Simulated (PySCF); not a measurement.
C₄H₁₂O₂Si, singlet, geometry from GFN2-xTB, with bond 16-6 at 1.4 times its length; CASSCF(4,3)/STO-3G (PySCF).

The PySCF input:
```python
from pyscf import gto, scf, mcscf, mp
import numpy

mol = gto.Mole()
mol.atom = '''
    Si    1.39328720    0.68185116    0.54759366
    O     2.79007369    0.43052860   -0.23555445
    O     0.30968948   -0.16499474   -0.30676895
    C    -1.07854826   -0.34847395   -0.17129267
    C    -1.50154092   -1.28253432   -1.31079109
    C    -1.80041815    0.99419189   -0.29706263
    C    -1.39655605   -0.99091239    1.17993338
    H     1.52779767    0.18306554    1.91689473
    H     1.14198271    2.12124766    0.52442429
    H     2.81234132   -0.20389860   -0.94730658
    H    -1.25397058   -0.83140768   -2.26843521
    H    -0.97224113   -2.22855296   -1.22837152
    H    -2.57083108   -1.46998322   -1.27284043
    H    -1.51600411    1.47977927   -1.22710620
    H    -1.52395248    1.64249287    0.53017758
    H    -3.30734328    0.78686047   -0.28502641
    H    -0.82689747   -1.90958484    1.29502368
    H    -1.12665307   -0.31323344    1.98548437
    H    -2.45652424   -1.21983732    1.24807475
'''
mol.basis = 'sto-3g'
mol.verbose = 4
mol.build()

mf = scf.RHF(mol)
mf.kernel()
mc = mcscf.CASSCF(mf, 3, 4)
mc.fix_spin_(ss=0.0)
noons, natorbs = mcscf.addons.make_natural_orbitals(mp.MP2(mf).run())
mc.kernel(natorbs)
occ = numpy.linalg.eigvalsh(mc.fcisolver.make_rdm1(mc.ci, mc.ncas, mc.nelecas))[::-1]
ss = mc.fcisolver.spin_square(mc.ci, mc.ncas, mc.nelecas)[0]
print('natural occupations', occ.round(4), ' <S^2>', round(ss, 4))
```

It wrote (shortened):

```
PySCF version 2.14.0

[INPUT] verbose = 4
[INPUT] num. atoms = 19
[INPUT] num. electrons = 66
[INPUT] charge = 0
[INPUT] spin (= nelec alpha-beta = 2S) = 0
[INPUT] symmetry False subgroup None
[INPUT] Mole.unit = angstrom
[INPUT] Symbol           X                Y                Z      unit          X                Y                Z       unit  Magmom
[...]
nuclear repulsion = 415.904542086535
number of shells = 35
number of NR pGTOs = 153
number of NR cGTOs = 51
basis = sto-3g
ecp = {}

******** <class 'pyscf.scf.hf.RHF'> ********
method = RHF
initial guess = minao
damping factor = 0
level_shift factor = 0
DIIS = <class 'pyscf.scf.diis.CDIIS'>
diis_start_cycle = 1
diis_space = 8
diis_damp = 0
SCF conv_tol = 1e-09
SCF conv_tol_grad = None
SCF max_cycles = 50
direct_scf = True
direct_scf_tol = 1e-13
Set gradient conv threshold to 3.16228e-05
Initial guess from minao.
init E= -590.708075975211
[...]
cycle= 1 E= -589.718500972078  delta_E= 0.99  |g|= 0.602  |ddm|=    5
[...]
cycle= 2 E= -589.848356056348  delta_E= -0.13  |g|= 0.156  |ddm|= 1.06
[...]
cycle= 3 E= -589.856698689393  delta_E= -0.00834  |g|= 0.0334  |ddm|= 0.249
[...]
cycle= 4 E= -589.857283281882  delta_E= -0.000585  |g|= 0.00598  |ddm|= 0.0751
[...]
cycle= 5 E= -589.85730061438  delta_E= -1.73e-05  |g|= 0.00145  |ddm|= 0.0124
[...]
cycle= 6 E= -589.85730203341  delta_E= -1.42e-06  |g|= 0.000241  |ddm|= 0.00412
[...]
cycle= 7 E= -589.857302069383  delta_E= -3.6e-08  |g|= 7.37e-05  |ddm|= 0.000596
[...]
cycle= 8 E= -589.857302072986  delta_E= -3.6e-09  |g|= 1.71e-05  |ddm|= 0.000199
[...]
cycle= 9 E= -589.857302073191  delta_E= -2.04e-10  |g|= 3.43e-06  |ddm|= 5.01e-05
[...]
Extra cycle  E= -589.857302073198  delta_E= -7.84e-12  |g|= 1.39e-06  |ddm|= 6.86e-06
converged SCF energy = -589.857302073198

******** <class 'pyscf.mp.mp2.RMP2'> ********
nocc = 33, nmo = 51
E(RMP2) = -590.185203693747  E_corr = -0.327901620548608
E(SCS-RMP2) = -590.215473533023  E_corr = -0.358171459824942
E_corr(same-spin) = -0.0407428671154479
E_corr(oppo-spin) = -0.28715875343316

******** <class 'pyscf.mcscf.mc1step.CASSCF'> ********
CAS (2e+2e, 3o), ncore = 31, nvir = 17
max_cycle_macro = 50
max_cycle_micro = 4
conv_tol = 1e-07
conv_tol_grad = None
orbital rotation max_stepsize = 0.02
orbital rotation threshold for CI restart = 0.01
augmented hessian ah_max_cycle = 30
augmented hessian ah_conv_tol = 1e-12
augmented hessian ah_linear dependence = 1e-14
augmented hessian ah_level shift = 1e-08
[...]
CASCI E = -589.894318670199  S^2 = 0.0000000
[...]
macro iter   5 ( 21 JK    4 micro), CASSCF E = -589.897109841763  dE = -2.18035569e-05  S^2 = 0.0000000
               |grad[o]|=0.00345  |grad[c]|=0.00326  |ddm|=0.00132  |maxRot[o]|=0.0731
macro iter   6 (  7 JK    2 micro), CASSCF E = -589.897154058625  dE = -4.42168611e-05  S^2 = 0.0000000
               |grad[o]|=0.00266  |grad[c]|=0.000993  |ddm|=0.000382  |maxRot[o]|=0.0699
macro iter   7 (  7 JK    2 micro), CASSCF E = -589.897190841037  dE = -3.67824121e-05  S^2 = 0.0000000
               |grad[o]|=0.00206  |grad[c]|=0.00127  |ddm|=0.000331  |maxRot[o]|=0.0699
macro iter   8 (  7 JK    2 micro), CASSCF E = -589.897221851538  dE = -3.10105013e-05  S^2 = 0.0000000
               |grad[o]|=0.00163  |grad[c]|=0.00205  |ddm|=0.000238  |maxRot[o]|=0.0699
macro iter   9 (  7 JK    2 micro), CASSCF E = -589.897245552396  dE = -2.37008578e-05  S^2 = 0.0000000
               |grad[o]|=0.0012  |grad[c]|=0.00303  |ddm|=0.000112  |maxRot[o]|=0.0699
macro iter  10 (  7 JK    2 micro), CASSCF E = -589.897259883037  dE = -1.43306411e-05  S^2 = 0.0000000
               |grad[o]|=0.000769  |grad[c]|=0.00396  |ddm|=0.000101  |maxRot[o]|=0.0699
macro iter  11 (  5 JK    2 micro), CASSCF E = -589.897262768895  dE = -2.88585841e-06  S^2 = 0.0000000
               |grad[o]|=0.000344  |grad[c]|=0.000864  |ddm|=4.38e-05  |maxRot[o]|= 0.03
macro iter  12 (  9 JK    3 micro), CASSCF E = -589.897259354555  dE =  3.41433974e-06  S^2 = 0.0000000
               |grad[o]|=0.000162  |grad[c]|=0.00142  |ddm|=2.98e-05  |maxRot[o]|= 0.05
macro iter  13 ( 16 JK    3 micro), CASSCF E = -589.897261674599  dE = -2.32004322e-06  S^2 = 0.0000000
               |grad[o]|=0.000177  |grad[c]|=0.000531  |ddm|=2.93e-05  |maxRot[o]|=0.0232
macro iter  14 (  6 JK    1 micro), CASSCF E = -589.897263511892  dE = -1.83729344e-06  S^2 = 0.0000000
               |grad[o]|=9.51e-05  |grad[c]|=0.00106  |ddm|=7e-05  |maxRot[o]|=0.0438
macro iter  15 (  3 JK    1 micro), CASSCF E = -589.897263565919  dE = -5.40272822e-08  S^2 = 0.0000000
               |grad[o]|=4.63e-05  |grad[c]|=5.07e-05  |ddm|=1.88e-05  |maxRot[o]|=0.00841
1-step CASSCF converged in  15 macro (161 JK  38 micro) steps
CASSCF canonicalization
Density matrix diagonal elements [1.99915776 1.91725054 0.08359169]
CASSCF energy = -589.897263565919
CASCI E = -589.897263565919  E(CI) = -5.11349709469175  S^2 = 0.0000000
natural occupations [1.9997 1.9167 0.0836]  <S^2> 0.0
```
